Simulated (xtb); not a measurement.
F$_{2}$Si, charge -1, doublet, at a GFN2-xTB geometry (a state made from the parent by changing its charge; the spin is typed, not shown lowest); GFN1-xTB (xtb).

xtb was given this input:
```
$ xtb mol.xyz --gfn 1 --chrg -1 --uhf 1 --json

# file mol.xyz
3

Si    -0.04213560    -0.02012493     0.71616938
F      1.18435672    -0.74997636    -0.51078231
F     -1.11881245     0.78128181    -0.60325896
```

Problem. What does xtb print? Leave out banner, timings and long lists.

Solution. 
```
   ID    Z sym.   atoms
    1   14 Si     1
    2    9 F      2, 3

           -------------------------------------------------
          |                Calculation Setup                |
           -------------------------------------------------

           -------------------------------------------------
          |                 G F N 1 - x T B                 |
           -------------------------------------------------

          ...................................................
          :                      SETUP                      :
          :.................................................:
          :  # basis functions                  18          :
          :  # atomic orbitals                  17          :
          :  # shells                            7          :
          :  # electrons                        19          :
          :  # halogen bonds                     0          :
          :  max. iterations                   250          :
          :  Hamiltonian                  GFN1-xTB          :
          :  restarted?                      false          :
          :  GBSA solvation                  false          :
          :  PC potential                    false          :
          :  electronic temp.          300.0000000     K    :
          :  accuracy                    1.0000000          :
          :  -> integral cutoff          0.2500000E+02      :
          :  -> integral neglect         0.1000000E-07      :
          :  -> SCF convergence          0.1000000E-05 Eh   :
          :  -> wf. convergence          0.2000000E-04 e    :
          :  Broyden damping             0.4000000          :
          :  net charge                         -1          :
          :  unpaired electrons                  1          :
          ...................................................

 iter      E             dE          RMSdq      gap      omega  full diag
   1    -12.3286987 -0.123287E+02  0.493E+00    1.60       0.0  T
   2    -12.3563394 -0.276407E-01  0.259E+00    1.67       1.0  T
   3    -12.3567684 -0.428997E-03  0.125E+00    1.69       1.0  T
   4    -12.3567670  0.138718E-05  0.773E-02    1.70       1.0  T
   5    -12.3567734 -0.639063E-05  0.330E-02    1.70       1.8  T
   6    -12.3567748 -0.135791E-05  0.515E-03    1.70      11.2  T
   7    -12.3567748 -0.394412E-07  0.234E-04    1.70     247.0  T
   8    -12.3567748 -0.544578E-10  0.714E-05    1.70     809.1  T
   9    -12.3567748 -0.564881E-11  0.324E-08    1.70  100000.0  T

   *** convergence criteria satisfied after 9 iterations ***

         :::::::::::::::::::::::::::::::::::::::::::::::::::::
         ::                     SUMMARY                     ::
         :::::::::::::::::::::::::::::::::::::::::::::::::::::
         :: total energy             -12.355025612523 Eh    ::
         :: gradient norm              0.071435660249 Eh/a0 ::
         :: HOMO-LUMO gap              1.699966041054 eV    ::
         ::.................................................::
         :: SCC energy               -12.356774819468 Eh    ::
         :: -> electrostatic           0.196354445302 Eh    ::
         :: repulsion energy           0.002124677066 Eh    ::
         :: dispersion energy         -0.000375470121 Eh    ::
         :: halogen bond corr.         0.000000000000 Eh    ::
         :: add. restraining           0.000000000000 Eh    ::
         :: total charge              -1.000000000000 e     ::
         :::::::::::::::::::::::::::::::::::::::::::::::::::::

           -------------------------------------------------
          |                Property Printout                |
           -------------------------------------------------

    * Orbital Energies and Occupations

         #    Occupation            Energy/Eh            Energy/eV
      -------------------------------------------------------------
         1        2.0000           -0.5317412             -14.4694
         2        2.0000           -0.5268000             -14.3350
         3        2.0000           -0.2853794              -7.7656
         4        2.0000           -0.2582117              -7.0263
         5        2.0000           -0.2555243              -6.9532
         6        2.0000           -0.2519806              -6.8567
         7        2.0000           -0.2461044              -6.6968
         8        2.0000           -0.2379153              -6.4740
         9        2.0000           -0.1752469              -4.7687
        10        1.0000           -0.0454771              -1.2375 (HOMO)
        11                          0.0169955               0.4625 (LUMO)
        12                          0.0504752               1.3735
        13                          0.2617308               7.1221
        14                          0.2676689               7.2836
        15                          0.3206838               8.7263
        16                          0.3913541              10.6493
        17                          0.6595245              17.9466
      -------------------------------------------------------------
                  HL-Gap            0.0624726 Eh            1.7000 eV
             Fermi-level           -0.0623014 Eh           -1.6953 eV

  Mulliken/CM5 charges         n(s)   n(p)   n(d)
     1Si   -0.17154 -0.19420   1.823  1.866  0.482
     2F    -0.41423 -0.40290   1.842  5.573  0.000
     3F    -0.41423 -0.40290   1.842  5.573  0.000

Wiberg/Mayer (AO) data.
largest (>0.10) Wiberg bond orders for each atom

 ---------------------------------------------------------------------------
     #   Z sym  total        # sym  WBO       # sym  WBO       # sym  WBO
 ---------------------------------------------------------------------------
     1  14 Si   2.010 --     3 F    1.005     2 F    1.005
     2   9 F    1.021 --     1 Si   1.005
     3   9 F    1.021 --     1 Si   1.005
 ---------------------------------------------------------------------------

Topologies differ in total number of bonds
Writing topology from bond orders to xtbtopo.mol

 dipole moment from electron density (au)
     X       Y       Z
  -0.0175  -0.0083   0.2966  total (Debye):    0.756

           -------------------------------------------------
          | TOTAL ENERGY              -12.355025612523 Eh   |
          | GRADIENT NORM               0.071435660249 Eh/α |
          | HOMO-LUMO GAP               1.699966041054 eV   |
           -------------------------------------------------

normal termination of xtb
```
